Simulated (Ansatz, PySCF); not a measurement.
Process, species as SMILES: [CH]=CC[SiH3] -> C=C[CH][SiH3]
Geometries: B3LYP-D3(BJ)/def2-TZVP minima from Ansatz (an electronic-structure program), one conformer each, not searched for the lowest. Frequencies are from Ansatz or PySCF. Markedly spin-contaminated UHF reference, which strains HF, MP2 and, less, CCSD(T): [CH]=CC[SiH3], C=C[CH][SiH3].

Wanted: isomerisation energy (enthalpy at 298 K, with B3LYP-D3(BJ) rigid-rotor harmonic-oscillator terms), in eV. Cores are frozen in the correlated levels unless marked. Open shells are spin-unrestricted. Spin-orbit coupling is left out. No relativistic terms. CBS(X,Y): correlation extrapolated as X^-3; Hartree-Fock from the larger set.

```tsv
level	program	isomerisation energy (eV)
PBE/def2-TZVPD	Ansatz	-1.17
PBE0/6-31G*	Ansatz	(withheld)
PBE0/def2-TZVPD	Ansatz	-1.16
B2PLYP-D4/def2-TZVPD	Ansatz + dftd4	(withheld)
SCS-MP2/cc-pV(D+d)Z	Ansatz	-1.10
SCS-MP2/cc-pV(Q+d)Z	Ansatz	-1.13
CCSD/cc-pwCVTZ	Ansatz	(withheld)
CCSD(T)/CBS(aug-cc-pV(T+d)Z,aug-cc-pV(Q+d)Z)	Ansatz	-1.13
```

Task: What belongs in the gaps?

Result: 
- PBE0/6-31G*, isomerisation energy (eV): -1.20
- B2PLYP-D4/def2-TZVPD, isomerisation energy (eV): -1.15
- CCSD/cc-pwCVTZ, isomerisation energy (eV): -1.12
